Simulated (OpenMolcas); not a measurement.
# Cl⁺: RASPT2 settings compared

```yaml
Program: OpenMolcas
Basis: ANO-R2 [5s4p3d1f]
Scalar_Hamiltonian: X2C, finite nucleus
Active_space: 6 electrons in 9 orbitals (RAS2 3s 3p; RAS3 3d, at most 2 electrons)
State_averaging: 2S+1 = 3 even, 3 roots; 2S+1 = 1 even, 6 roots kept (CI in the orbitals of an earlier block); 2S+1 = 3 odd, 3 roots (0 in the spin-orbit step)
Spin-orbit_coupling: RASSI with atomic mean-field integrals over the reference wave functions, term energies averaged over their components
```

Methods on the same reference wave functions:
A. RASSCF
B. SS-RASPT2, IPEA 0.35 Eh, sigma1 regulariser 0.1 Eh (closed shells correlated: 2s 2p)
C. SS-RASPT2, IPEA 0.4 Eh, real shift 0.05 Eh (closed shells correlated: 2s 2p)
D. SS-RASPT2, IPEA 0.35 Eh, imaginary shift 0.5 Eh (closed shells correlated: none)

Energies in cm⁻¹ above 3s² 3p⁴ ³P₂, the measured ground level; measured values from NIST Handbook of Basic Atomic Spectroscopic Data.

```csv
Level,A,B,C,D,Measured
3s² 3p⁴ ³P₂,0.0,0.0,0.0,0.0,0.0
3s² 3p⁴ ³P₁,623,624,624,624,696
3s² 3p⁴ ³P₀,903,903,903,903,996
3s² 3p⁴ ¹D₂,13455,12190,12190,12260,11654
3s² 3p⁴ ¹S₀,29562,28520,28550,28630,27878
```

Deviations, from unrounded energies. A percentage is the sum of absolute deviations over the sum of measured energies, with the sign that they share, or ± where signs differ.

```
                        Against measurement  Levels     A     B     C     D
             mean absolute deviation (cm-1)       4   910   340   340   380
      fine structure of the ground term (%)       2  -9.9  -9.7  -9.7  -9.8
other terms of the ground configuration (%)       2  +8.8  +3.0  +3.1  +3.4
```

B, C lie about equally close to measurement and A furthest from it. The largest miss of B in the table is 3s² 3p⁴ ¹S₀, by +640 cm-1. The ranking rests on the paired levels alone, and a cruder setting can come out closer through cancelling errors.

Among B to D the level of the table that moves most is 3s² 3p⁴ ¹S₀, by 110 cm-1 (lowest in B, highest in D). Moves below CASPT2's spread within the term are not significant.

The two smallest mean deviations differ by little beside CASPT2's spread within terms, so their order carries little weight.

From A to B the spin-free energies of the other terms of 3s² 3p⁴ shown, above ³P, scale by factors of 0.90 to 0.96.

The lowest spin-free term lies below A's lowest term by 0.243 hartree in B, 0.243 hartree in C, 0.051 hartree in D.

Term energies are means over components that CASPT2 splits; among the terms shown or strongly mixed into the levels shown the widest spread is 22 cm-1 (3s² 3p⁴ ¹D, C). Terms from blocks run as CI alone lack orbitals of their own. Active for correlation alone: 3d; no level in the range computed is led by a configuration that fills it, so any true level of that kind is missing. Without dynamic correlation excited terms often stand tens of per cent too high (terms of higher spin than the ground term too low), and those without a measured partner can miss by more than the paired ones (holds for A). Measured partners are found by configuration, term and J. A level has none where our copy of the source lacks it or the pairing is in doubt (some pairs that miss far off the trend of their configuration count as doubtful), and it then counts in no deviation. Only configurations of the active space appear.
